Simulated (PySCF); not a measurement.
Molecular orbitals of GaPb

PBE0 at R = 2.743 Å; basis Ga cc-pVDZ-PP with ECP10, Pb cc-pVDZ-PP with ECP60; scalar-relativistic core potentials; PySCF 2.14. State: ²Π (doublet), unpaired electrons π ↑, a second solution, started from another occupation. Only the outer orbitals are listed, counted within each symmetry, core potentials removing the inner ones.

| spin | orbital | occ. | ε (eV) | on Ga (%) | main shells (%) |
| --- | --- | --- | --- | --- | --- |
| α | 7σ | 1 | -13.79 | 15 | 84 Pb s, 11 Ga s |
| α | 8σ | 1 | -9.44 | 77 | 77 Ga s, 12 Pb s, 10 Pb p |
| α | 5π | 1 | -4.97 | 20 | 80 Pb p, 18 Ga p |
| α | 9σ | 1 | -4.37 | 46 | 52 Pb p, 36 Ga p, 9 Ga s |
| α | 5π | 0 | -3.38 | 24 | 75 Pb p, 23 Ga p |
| α | 6π | 0 | -1.24 | 80 | 80 Ga p, 19 Pb p |
| α | 6π | 0 | -1.04 | 76 | 76 Ga p, 24 Pb p |
| β | 7σ | 1 | -13.18 | 17 | 82 Pb s, 13 Ga s |
| β | 8σ | 1 | -9.22 | 77 | 76 Ga s, 13 Pb s, 9 Pb p |
| β | 9σ | 1 | -4.19 | 48 | 51 Pb p, 39 Ga p |
| β | 5π | 0 | -3.13 | 28 | 72 Pb p, 27 Ga p |
| β | 5π | 0 | -2.60 | 36 | 64 Pb p, 35 Ga p |
| β | 6π | 0 | -0.93 | 72 | 72 Ga p, 27 Pb p |

Task: Which are the highest filled and the lowest empty level, where do they sit, and how wide is the gap?

Result: Highest filled β 9σ at -4.19 eV (in %: 51 Pb p, 39 Ga p); lowest empty α 5π at -3.38 eV (in %: 75 Pb p, 23 Ga p); the gap at PBE0 is 0.81 eV.

* bond order (Mayer): 1.24
* ⟨S²⟩: 0.752
* charge on Ga (Mulliken, basis-dependent): 0.00
* charge on Ga (Löwdin, basis-dependent): -0.08
* dipole moment (positive dipole means Ga(−)Pb(+)): 0.27 D

These are scalar-relativistic numbers at best; spin–orbit coupling would shift them, the dissociation energy most.
